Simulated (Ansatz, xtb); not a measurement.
Spectroscopic constants of ZrSn, multiplicity 5 (lowest of 2S+1 = 1, 3, 5, 7 at PBE0/def2-TZVPP; our sources give no spin for the ground state, which may be another). No spin–orbit coupling.

Constants: fifth-degree fit in 1/R to seven points, most abundant isotopes. Runs in def2 and cc sets follow the lowest solution found near the PBE0 minimum.

Programs: Ansatz (Gaussian basis) for Hartree–Fock, density functionals and correlated methods; xtb for the GFN methods. Each number belongs to the level named beside it. In def2 rows elements past Kr take small-core potentials, without spin–orbit coupling. The GFN methods have no spin term and hold the electronic entropy of 300 K.

```
level                 r_e (Å)  ω_e (cm⁻¹)  α_e (cm⁻¹)  ω_e x_e (cm⁻¹)  dipole (D)
--------------------  -------  ----------  ----------  --------------  ----------
GFN1-xTB                2.683         304     0.00015             1.2           -
GFN2-xTB                2.738         264     0.00017            0.75           -
SVWN5/def2-TZVPP        2.760         209     0.00012            0.42        2.27
PBE/def2-TZVPP          2.806         198     0.00012            0.41        2.43
r2SCAN/def2-TZVPP       2.784         206     0.00012            0.42        3.02
B97M-V/def2-TZVPP       2.830         194     0.00011            0.41        2.56
B3LYP/def2-TZVPP        2.809         199     0.00012            0.43        2.77
PBE0/def2-TZVPP         2.773         211     0.00011            0.43        3.17
BHLYP/def2-TZVPP        2.796         200     0.00014            0.61        3.42
CAM-B3LYP/def2-TZVPP    2.771         209     0.00013            0.55        3.37
wB97X-V/def2-TZVPP      2.757         215     0.00013            0.64        3.89
wB97M-V/def2-TZVPP      2.761         210     0.00014            0.64        3.24
B2PLYP/def2-TZVPP       2.769         221     0.00010            0.57           -
```

Correlated levels freeze the inner cores; with def2 sets outer-core shells near the valence are correlated too.

Doubts at one or more of the structures used: a spin-contaminated determinant (B2PLYP/def2-TZVPP).

Ansatz is an electronic-structure program.
